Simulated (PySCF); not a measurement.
Vertical excitations of a molecule CH12N2Si3 from PySCF with TDA-LC-ωPBE/def2-SVPD, as energy in eV (oscillator strength): 6.14 (0.001), 6.70 (0.005), 7.21 (0.029), 7.32 (0.022), 7.68 (0.077), 7.79 (0.047). Lowest triplet (TDA): 5.76 eV. Coordinates come from a PBE0-D3(BJ)/def2-SVP optimisation. The geometry has at least one imaginary mode, so it is a saddle point at that level. One conformer was computed; it need not be the lowest.

Problem. Pick the molecule that these values belong to.
A) N[SiH2]C(N)([SiH3])[SiH3]
B) C[SiH]([SiH2]N)[SiH2]N
C) C[Si@@H](N)N[SiH2][SiH3]
D) C[Si](N)(N)[SiH2][SiH3]

Solution. A, N[SiH2]C(N)([SiH3])[SiH3]
